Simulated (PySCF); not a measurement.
A structure optimised at B3LYP-D3(BJ)/def2-TZVP, used in a PySCF frequency run:

```xyz
3

Zn    -0.0063    -0.4193     0.0000
O      0.1170     1.3477     0.0000
H     -0.7460     1.7981     0.0000
```
Charge +1, spin multiplicity 1.

Q: Write its SMILES, formula and point group.

A: [OH][Zn+], HOZn, Cs

Q: What are its rotational constants (standard atomic weights)?

A: 690.19, 11.576, 11.385 GHz
